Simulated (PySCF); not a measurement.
## `C1(SC)=CC=CC12C=CC=C2`, C₁₀H₁₀S

Cartesian coordinates in Å; atom numbers follow the order of the lines, from 1:
```xyz
21

C     3.1479   -0.2078    1.3257
S     1.5174    0.5523    1.3117
C     0.7298   -0.3847    0.0817
C     1.1706   -1.4157   -0.6821
C     0.0878   -1.8442   -1.5671
C    -1.0075   -1.0899   -1.3544
C    -0.7159   -0.0681   -0.2751
C    -1.6679   -0.1625    0.8957
C    -2.3183    1.0076    1.0390
C    -1.8552    1.9511    0.0140
C    -0.9231    1.3526   -0.7513
H     3.7363    0.3232    2.0855
H     3.0859   -1.2720    1.5974
H     3.6426   -0.1022    0.3489
H     2.1634   -1.8635   -0.6538
H     0.1717   -2.6588   -2.2888
H    -1.9759   -1.1544   -1.8488
H    -1.7728   -1.0660    1.4955
H    -3.0709    1.2324    1.7965
H    -2.2145    2.9754   -0.0977
H    -0.3752    1.7741   -1.5934
```

Theory: quadratic response CAM-B3LYP/def2-SVPD first hyperpolarisability, Taylor convention, gas phase in PySCF 2.14.0. Geometry: PBE0-D3(BJ)/def2-SVP.

Problem. Give the tensor of the static β(0;0,0) in the axes of these coordinates.

Solution. In au, Taylor convention; rows are the first index (the induced dipole):
```csv
,xx,yy,zz,xy,xz,yz
x,+77.0,+22.9,+86.2,+48.1,+71.5,+41.9
y,+48.1,-23.8,+33.9,+22.9,+41.9,+22.1
z,+71.5,+22.1,+43.6,+41.9,+86.2,+33.9
```
Norm of βᵢ = ⅓ Σⱼ (βᵢⱼⱼ + βⱼᵢⱼ + βⱼⱼᵢ): 238.4 au, hyper-Rayleigh value 104.8 au.
